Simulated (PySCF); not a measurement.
C4H10O2. Atoms are numbered in the order given.

```xyz
16

C      2.7164     0.0644    -0.4510
O      1.3929    -0.3752    -0.3316
C      0.7195     0.2240     0.7433
C     -0.7195    -0.2240     0.7433
O     -1.3929     0.3752    -0.3316
C     -2.7164    -0.0644    -0.4510
H      3.3144    -0.1623     0.4571
H      3.1685    -0.4567    -1.3070
H      2.7757     1.1579    -0.6303
H      1.1891    -0.0549     1.7130
H      0.7518     1.3323     0.6660
H     -1.1891     0.0549     1.7130
H     -0.7518    -1.3323     0.6660
H     -3.3144     0.1623     0.4571
H     -2.7757    -1.1579    -0.6303
H     -3.1685     0.4567    -1.3070
```

Geometry optimised at r2SCAN-D4/def2-SVP. The values are those of a single conformer.

The numbers are results of PBE0/pcSseg-1 (PySCF), not measurements.

GIAO shieldings, no solvent; atoms listed in one row are averaged. δ = σ(ref) − σ: ¹³C against TMS (σ = 186.3 ppm); ¹⁷O against H2O (σ = 334.2 ppm); ¹H against TMS (σ = 31.56 ppm), references at their B3LYP-D3(BJ)/def2-TZVP geometries, non-relativistic.

Computed chemical shifts:
```
nucleus                      atoms  count  δ (ppm)
-------  -------------------------  -----  -------
¹³C                         C3, C4      2     77.4
¹³C                         C1, C6      2     62.2
¹⁷O                         O2, O5      2     28.0
¹H                        H11, H13      2     3.65
¹H       H7, H8, H9, H14, H15, H16      6     3.58
¹H                        H12, H10      2     3.39
```
